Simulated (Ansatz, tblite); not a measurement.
Adding an electron: Ag₃⁺. Total charge 1; singlet. Geometry: B3LYP-D4/def2-TZVP. Ansatz, gas phase; energy differences of separate SCF runs; the reduced species was run as a doublet alone.

```xyz
3

Ag   -0.886    0.756    1.063
Ag   -0.445   -1.416   -0.533
Ag    1.330    0.660   -0.530
```

In the def2 sets Ag takes a core potential; there is no spin–orbit coupling. The xTB rows come from tblite. The structure comes from a short search, and lower isomers may exist.

| level | −HOMO (eV) | −LUMO (eV) | vertical EA (eV) | HOMO–LUMO gap (eV) |
| --- | --- | --- | --- | --- |
| GFN2-xTB | 15.42 | 12.95 | 10.46 | 2.47 |
| r2SCAN-D4/def2-TZVP | 11.05 | 7.85 | 5.77 | 3.21 |

Estimate the rows for GFN1-xTB, PBE0-D4/def2-TZVP.


```tsv
level	−HOMO (eV)	−LUMO (eV)	vertical EA (eV)	HOMO–LUMO gap (eV)
GFN1-xTB	15.94	14.41	10.95	1.52
PBE0-D4/def2-TZVP	11.60	7.16	5.55	4.44
```

Run but left out: PBE-D4/def2-TZVP (neutral doublet: an occupied level 0.14 eV above an empty one).  Raw xTB energy differences between charge states are shifted by several eV; the methods need an empirical correction for them.
